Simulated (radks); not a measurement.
Question: Valence configurations of the oxygen ion O+ (all share [He]). Method: Dirac Kohn-Sham, PBE, spin-unpolarised, spherical densities, finite nucleus; open shells are shared between the two j in proportion to 2j + 1; Fermi nuclear charge, rms radius 2.6991 fm; computed with a radial shooting solver on a logarithmic mesh with Libxc functionals. Order these by energy: 2p5; 2s0.5 2p4.5; 2s1.5 2p3.5; 2s1 2p4; 2s2 2p3.

Answer: From the lowest, in eV above it: 2s2 2p3 0.000; 2s1.5 2p3.5 7.611; 2s1 2p4 15.228; 2s0.5 2p4.5 22.854; 2p5 30.486. NIST lists [He] 2s2 2p3 as the ground configuration; this level of theory agrees among the configurations tried. The energies are those of spherical spin-averaged densities, not of single terms.
